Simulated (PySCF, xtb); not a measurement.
Ga(Me)2 (C₂H₆Ga), SMILES [CH3][Ga+][CH3], charge +1.

GFN2-xTB (xtb 6.7.1) at its own geometry gives an orbital gap of 3.30 eV.

Geometry optimised at ωB97X-D3(BJ)/def2-SVP. The multiplicity is an assumed one; other spin states were not compared. The isomer is the one that the SMILES or the coordinates give; other isomers of the formula were not compared.

### Question
What does r2SCAN/def2-TZVPD run with PySCF give? (Estimate from the structure and the level; the computed values follow.)

### Answer
gap 6.20 eV (levels -13.37 and -7.17 eV).
